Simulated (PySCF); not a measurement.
A run for PySCF: R-MP2/6-31G* on C2H2 (SMILES C#C) with ghost functions, monomers drawn apart or pushed together.

```python
from pyscf import gto, scf, dft, mp
from pyscf.data.elements import chemcore

mol = gto.M(
    atom='''
    C     0.41051972    0.07596698    0.03502410
    C     0.55043701   -0.81996688   -0.74703761
    H     0.28303593    0.85982101    0.74464672
    H     0.67620536   -1.60768192   -1.44911977
    ghost-C   -0.51405862   -0.50021305    4.53431801
    ghost-Cl   -0.46495639    1.29696318    4.50436627
    ghost-H    0.24634044   -0.84564578    5.22767178
    ghost-H   -1.50275295   -0.80372051    4.86400156
    ghost-H   -0.31390549   -0.86087953    3.52988323
    ''',
    basis='6-31g*',
    cart=True,
    charge=0, spin=0, verbose=3, max_memory=1800)
mf = scf.RHF(mol)
mf.conv_tol = 1e-8
mf.max_cycle = 100
mf.kernel()
if not mf.converged:
    mf = mf.newton().run(mf.mo_coeff, mf.mo_occ)
pt = mp.MP2(mf, frozen=chemcore(mol)).run()
```

Task: Predict the final total energy.

Result: -77.0662 hartree.
